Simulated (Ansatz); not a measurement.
Consider the substitution at a C–C bond: `N=C=CCF` + `[CH2]1[NH][AlH]1` → `FC[N]1[CH2][AlH]1` + `C=C=N`.

Gas-phase electronic energies from Ansatz, PBE0-D4/def2-TZVP geometries. CCSD(T)/CBS adds triple-zeta CCSD(T) − MP2 to the extrapolated MP2 energy (def2 sets, frozen cores). This one scheme is used for every species. Each species was taken in one conformer, which may not be the lowest.

| level | ΔE (kJ/mol) |
| --- | --- |
| HF/def2-TZVPP | -24.1 |
| MP2/def2-TZVPP | -24.1 |
| CCSD/def2-TZVPP | -21.9 |
| MP2/CBS(def2) | -22.5 |

(1) What does CCSD(T)/CBS give? (Estimate.)

Largest T1 diagnostic among the species: 0.015.

Results:

(1) Computed: -21.0 kJ/mol. The listed levels differ from it by -3.1, -3.1, -0.9, -1.5 kJ/mol.
